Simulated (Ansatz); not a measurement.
Cost and result for the atomization energy of C₂H₇BO, SMILES `CCBO` (11 atoms, 10 bonds).

```
atom   x (Å)   y (Å)   z (Å)
  C1  -0.986  -0.944   0.481
  C2   0.161  -0.370  -0.350
  B3   0.756   0.969   0.212
  O4   1.148   2.001  -0.574
  H5  -1.853  -0.279   0.474
  H6  -1.314  -1.916   0.105
  H7  -0.686  -1.074   1.523
  H8  -0.139  -0.273  -1.402
  H9   0.993  -1.091  -0.350
 H10   0.919   1.136   1.391
 H11   0.999   1.840  -1.510
```

Total charge 0; spin multiplicity 1. All single points use the PBE0-D4/def2-TZVP geometry. It is one conformer, not always the lowest. Program: Ansatz. All runs use 2 threads of a server CPU on a shared host. Times are those of one run each, without the atoms' runs, and a repeat can differ threefold. Electronic energies, without spin–orbit coupling; frozen cores. CCSD(T)/CBS adds CCSD(T) − MP2 in def2-TZVPP to the MP2 limit, and its time is that of the two runs behind it. T1 = 0.011. B3LYP takes the VWN-RPA correlation (the form of Gaussian; ORCA's B3LYP/G). HSE06 is the plane-wave form, built on full-range PBE exchange.

CCSD(T)/CBS is a level of theory with its own doubt, some kJ/mol a heavy atom from the limit and from the frozen cores, so smaller differences don't rank the functionals.

| level | functions | wall time |
| --- | --- | --- |
| LDA (SPW92)/def2-TZVPP | 222 | 3.1 s |
| BLYP-D4/def2-TZVPP | 222 | 4.3 s |
| revPBE-D4/def2-TZVPP | 222 | 4.5 s |
| HSE06-D4/def2-TZVPP | 222 | 6 s |
| r2SCANh-D4/def2-TZVPP | 222 | 7 s |
| CAM-B3LYP-D4/def2-TZVPP | 222 | 7 s |
| CCSD(T)/def2-SVP | 91 | 8.1 s |
| B3LYP-D4/def2-TZVPP (with forces) | 222 | 9.5 s |
| B2PLYP/def2-TZVPP | 222 | 10 s |
| PBE-QIDH/def2-TZVPP | 222 | 10 s |
| MP2/def2-QZVPP | 438 | 40 s |
| CCSD(T)/def2-TZVPP | 222 | 2 min |
| CCSD(T)/CBS(def2) | – | 2.7 min |

What atomization energy does each give, and how far from CCSD(T)/CBS? (Estimate.)

Computed: 
```tsv
level	atomization (kJ/mol)	difference from CCSD(T)/CBS	per bond
LDA (SPW92)/def2-TZVPP	4897.0	575.9	57.6
BLYP-D4/def2-TZVPP	4314.9	-6.2	-0.6
revPBE-D4/def2-TZVPP	4297.6	-23.5	-2.4
HSE06-D4/def2-TZVPP	4341.6	20.5	2.1
r2SCANh-D4/def2-TZVPP	4321.5	0.4	0.0
CAM-B3LYP-D4/def2-TZVPP	4355.0	33.9	3.4
CCSD(T)/def2-SVP	4153.7	-167.4	-16.7
B3LYP-D4/def2-TZVPP (with forces)	4333.3	12.2	1.2
B2PLYP/def2-TZVPP	4295.2	-25.9	-2.6
PBE-QIDH/def2-TZVPP	4311.8	-9.3	-0.9
MP2/def2-QZVPP	4340.8	19.7	2.0
CCSD(T)/def2-TZVPP	4230.0	-91.1	-9.1
CCSD(T)/CBS(def2)	4321.1	0.0	0.0
```

At CCSD(T), def2-SVP lies −167.4 kJ/mol from the extrapolated value and def2-TZVPP −91.1 kJ/mol: correlation converges slowly with the basis, and small sets miss more of it in the bonded molecule than in its fragments. From PBE to PBE0 (25 % exact exchange), in def2-TZVPP and without D4, the atomization energy moves by −55.1 kJ/mol: exact exchange takes away binding that semilocal exchange gives to molecules. In def2-TZVPP, CCSD(T) changes the Hartree–Fock value by +940.2 kJ/mol (the triples alone add +48.6 kJ/mol) and MP2 by +997.3 kJ/mol; breaking electron pairs costs correlation energy, which Hartree–Fock lacks.
